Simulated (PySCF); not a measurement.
F5Ta, charge -1, doublet, at a GFN2-xTB geometry (such geometries of metal compounds can be far from the true shape) (the multiplicity is a formal guess) (core potentials on Ta) (in this run its highest filled SCF level lies above zero, so its values depend strongly on the basis, on diffuse functions most of all); DF-SVWN5/def2-TZVPD (PySCF).

PySCF was given this input:
```python
from pyscf import gto, scf, dft

mol = gto.Mole()
mol.atom = '''
    Ta    0.109025    0.109659   -0.044668
    F     1.391611   -0.549332    1.127382
    F    -1.045484    0.897469   -1.269192
    F    -0.442568    1.323911    1.249291
    F     0.788695   -0.975774   -1.391101
    F    -1.576569   -1.585728    0.645929
'''
mol.basis = 'def2-tzvpd'
mol.ecp = {'Ta': 'def2-tzvpd'}
mol.charge = -1
mol.spin = 1
mol.verbose = 4
mol.build()

mf = dft.UKS(mol)
mf.xc = 'lda,vwn'
mf = mf.density_fit(auxbasis='def2-universal-jkfit')
mf.kernel()
mf.analyze()
```

The log (banner, timings and long lists left out):

```
PySCF version 2.14.0

[INPUT] verbose = 4
[INPUT] num. atoms = 6
[INPUT] num. electrons = 59
[INPUT] charge = -1
[INPUT] spin (= nelec alpha-beta = 2S) = 1
[INPUT] symmetry False subgroup None
[INPUT] Mole.unit = angstrom
[INPUT] Symbol           X                Y                Z      unit          X                Y                Z       unit  Magmom
[...]
nuclear repulsion = 300.486112119341
number of shells = 85
number of NR pGTOs = 340
number of NR cGTOs = 243
basis = def2-tzvpd
ecp = {'Ta': 'def2-tzvpd'}

******** <class 'pyscf.df.df_jk.DFUKS'> ********
method = DFUKS
initial guess = minao
damping factor = 0
level_shift factor = 0
DIIS = <class 'pyscf.scf.diis.CDIIS'>
diis_start_cycle = 1
diis_space = 8
diis_damp = 0
SCF conv_tol = 1e-09
SCF conv_tol_grad = None
SCF max_cycles = 50
direct_scf = False
number electrons alpha = 30  beta = 29
XC library pyscf.dft.libxc version 7.1.2
    S. Lehtola, C. Steigemann, M. J. T. Oliveira, and M. A. L. Marques,  SoftwareX 7, 1–5 (2018)
XC functionals = lda,vwn
    P. A. M. Dirac,  Math. Proc. Cambridge Philos. Soc. 26, 376 (1930)
    F. Bloch,  Z. Phys. 57, 545 (1929)
    S. H. Vosko, L. Wilk, and M. Nusair,  Can. J. Phys. 58, 1200 (1980)
radial grids:
    Treutler-Ahlrichs [JCP 102, 346 (1995); DOI:10.1063/1.469408] (M4) radial grids

becke partition: Becke, JCP 88, 2547 (1988); DOI:10.1063/1.454033
pruning grids: <function nwchem_prune>
grids dens level: 3
symmetrized grids: False
atomic radii adjust function: <function treutler_atomic_radii_adjust>
small_rho_cutoff = 0
Set gradient conv threshold to 3.16228e-05
tot grids = 95320
init E= -531.239174844948

cycle= 1 E= -553.342993654916  delta_E= -22.1  |g|= 0.796  |ddm|= 10.7

cycle= 2 E= -548.13984146762  delta_E=  5.2  |g|= 3.37  |ddm|= 11.3
cycle= 3 E= -553.358207946871  delta_E= -5.22  |g|= 0.793  |ddm|= 10.7
cycle= 4 E= -553.514424557291  delta_E= -0.156  |g|= 0.45  |ddm|= 1.06
cycle= 5 E= -553.565910529431  delta_E= -0.0515  |g|= 0.166  |ddm|= 0.272
cycle= 6 E= -553.574984602992  delta_E= -0.00907  |g|= 0.0809  |ddm|= 0.174
cycle= 7 E= -553.577575171897  delta_E= -0.00259  |g|= 0.0176  |ddm|= 0.0845
cycle= 8 E= -553.577669562228  delta_E= -9.44e-05  |g|= 0.00571  |ddm|= 0.0157
cycle= 9 E= -553.577684788461  delta_E= -1.52e-05  |g|= 0.000403  |ddm|= 0.00497
cycle= 10 E= -553.577684720142  delta_E= 6.83e-08  |g|= 0.000637  |ddm|= 0.000543
cycle= 11 E= -553.577684844071  delta_E= -1.24e-07  |g|= 5.67e-05  |ddm|= 0.000285
[...]
converged SCF energy = -553.577684845415  <S^2> = 0.75134024  2S+1 = 2.0013398
Total Energy =                        -553.577684845414979
[...]
spin_pop of  4 F 5px       0.00038
spin_pop of  4 F 5py       0.00134
spin_pop of  4 F 5pz       0.00004
spin_pop of  4 F 3dxy      0.00058
spin_pop of  4 F 3dyz      0.00007
spin_pop of  4 F 3dz^2     0.00038
spin_pop of  4 F 3dxz      0.00006
spin_pop of  4 F 3dx2-y2    0.00022
spin_pop of  4 F 4dxy      0.00091
spin_pop of  4 F 4dyz      0.00024
spin_pop of  4 F 4dz^2     0.00061
spin_pop of  4 F 4dxz      0.00008
spin_pop of  4 F 4dx2-y2    0.00089
spin_pop of  4 F 5dxy      0.00087
spin_pop of  4 F 5dyz      0.00120
spin_pop of  4 F 5dz^2     0.00056
spin_pop of  4 F 5dxz      0.00012
spin_pop of  4 F 5dx2-y2    0.00175
spin_pop of  4 F 4f-3      0.00001
spin_pop of  4 F 4f-2      0.00000
spin_pop of  4 F 4f-1      0.00000
spin_pop of  4 F 4f+0      0.00001
spin_pop of  4 F 4f+1      0.00000
spin_pop of  4 F 4f+2      0.00000
spin_pop of  4 F 4f+3      0.00001
spin_pop of  5 F 1s       -0.00000
spin_pop of  5 F 2s        0.00504
spin_pop of  5 F 3s        0.00133
spin_pop of  5 F 4s        0.00032
spin_pop of  5 F 5s        0.00110
spin_pop of  5 F 6s        0.00130
spin_pop of  5 F 2px       0.04508
spin_pop of  5 F 2py       0.04556
spin_pop of  5 F 2pz       0.00748
spin_pop of  5 F 3px      -0.00038
spin_pop of  5 F 3py      -0.00044
spin_pop of  5 F 3pz      -0.00052
spin_pop of  5 F 4px       0.00100
spin_pop of  5 F 4py       0.00097
spin_pop of  5 F 4pz       0.00016
spin_pop of  5 F 5px       0.00150
spin_pop of  5 F 5py       0.00151
spin_pop of  5 F 5pz       0.00026
spin_pop of  5 F 3dxy      0.00085
spin_pop of  5 F 3dyz      0.00015
spin_pop of  5 F 3dz^2     0.00022
spin_pop of  5 F 3dxz      0.00016
spin_pop of  5 F 3dx2-y2    0.00002
spin_pop of  5 F 4dxy      0.00148
spin_pop of  5 F 4dyz      0.00027
spin_pop of  5 F 4dz^2     0.00041
spin_pop of  5 F 4dxz      0.00030
spin_pop of  5 F 4dx2-y2    0.00004
spin_pop of  5 F 5dxy      0.00095
spin_pop of  5 F 5dyz      0.00020
spin_pop of  5 F 5dz^2     0.00031
spin_pop of  5 F 5dxz      0.00023
spin_pop of  5 F 5dx2-y2    0.00008
spin_pop of  5 F 4f-3      0.00001
spin_pop of  5 F 4f-2      0.00001
spin_pop of  5 F 4f-1      0.00000
spin_pop of  5 F 4f+0      0.00001
spin_pop of  5 F 4f+1      0.00000
spin_pop of  5 F 4f+2      0.00000
spin_pop of  5 F 4f+3      0.00001
In total            30.00000 | 29.00000

WARN: System has nonzero charge -1; the dipole moment is origin-dependent.
Location of origin: [0. 0. 0.]

Dipole moment(X, Y, Z, Debye):  2.57348,  2.58845, -1.05439
```
